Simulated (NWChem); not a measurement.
# How basis sets differ on CH4Ga (SMILES [CH3][GaH])

CH4Ga has 6 atoms, charge 0, and is taken as a doublet. SMILES: `[CH3][GaH]`. The shape is that of a PBE0-D4/def2-TZVP optimisation.

Each level gives the dipole moment (D). The values are calculated.

```csv
level,kind,program,value (D),CPU time
USVWN5/3-21G,LDA,NWChem,0.97,2.1 s
USVWN5/6-31G,LDA,NWChem,0.99,5.2 s
USVWN5/6-31G** (spherical functions),LDA,NWChem,1.03,7.7 s
USVWN5/6-311G**,LDA,NWChem,0.86,9.2 s
```

All-electron rows without a relativistic Hamiltonian named are non-relativistic. The values span 0.86 to 1.03 D. Magnitudes only. Sets without polarisation functions give poor dipoles. CPU times are rough (shared hosts, several kinds of processor): they show what a rung costs within a factor of a few.
